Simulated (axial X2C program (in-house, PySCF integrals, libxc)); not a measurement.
## CuSn along the bond: r2SCAN0, spin-free

All values were computed with an axial X2C code built on PySCF integrals. Spin-free means the one-electron spin-free X2C Hamiltonian. Basis: Sn dyall-v3z [11s12p9d1f], Cu dyall-v3z [9s9p6d3f2g] (cores contracted in-house); Gaussian nuclei, density fitting, unrestricted open shells. Masses: Sn 119.902 u, Cu 62.930 u.

State: M_S = 1/2, Λ = 1 (beyond evenly filled blocks: π+α). Dipoles are positive if Cu is the positive end.

```tsv
R (Å)	μ (D)	HOMO (eV)	LUMO (eV)	⟨S²⟩
2.151	1.260	-4.96	-3.31	0.756
2.250	1.219	-4.94	-3.30	0.756
2.325	1.168	-4.93	-3.29	0.757
2.399	1.102	-4.93	-3.29	0.757
2.473	1.022	-4.94	-3.29	0.758
2.560	0.918	-4.95	-3.29	0.758
2.646	0.804	-4.97	-3.31	0.760
2.757	0.647	-4.99	-3.33	0.762
2.893	0.447	-5.04	-3.36	0.770
3.091	0.125	-5.11	-3.42	0.813
```

Problem. The minimum lies at 2.443 Å. What is the dipole moment there, and its slope?

Solution. At r2SCAN0, spin-free, with the sign and origin stated: μ = 1.06 D, dμ/dR = -1.08 D/Å.

The state is one determinant whose occupation by symmetry is held fixed; it was picked as the lowest of a PBE0 search that is not exhaustive. The functionals have no current-density term, which raises determinants with orbital currents, atoms included.
